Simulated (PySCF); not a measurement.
## Cd⁺: ionisation energy

Cd⁺ [Kr] 4d10 5s1 (2S) → Cd²⁺ [Kr] 4d10 (1S), as a difference of total energies. Computed with PySCF 2.14 in def2-QZVPPD with the def2 core potential (28 electrons), with scalar relativity through the core potential. Correlated levels: valence: 4s2 4p6 frozen. The calculations carry no spin-orbit coupling.

```
           method  ionisation energy (eV)
              UHF                  15.585
    MP2 (valence)                  16.828
SCS-MP2 (valence)                  16.635
   CCSD (valence)                  16.640
CCSD(T) (valence)                  16.724
```

How much does correlation contribute at CCSD(T) (valence)?

16.724 − (15.585) = 1.139 eV, measured against UHF.

Errors of the correlated levels include the incompleteness of this basis and the frozen core.

For comparison: 16.908 eV (measured; NIST Atomic Spectra Database, ionization energies).
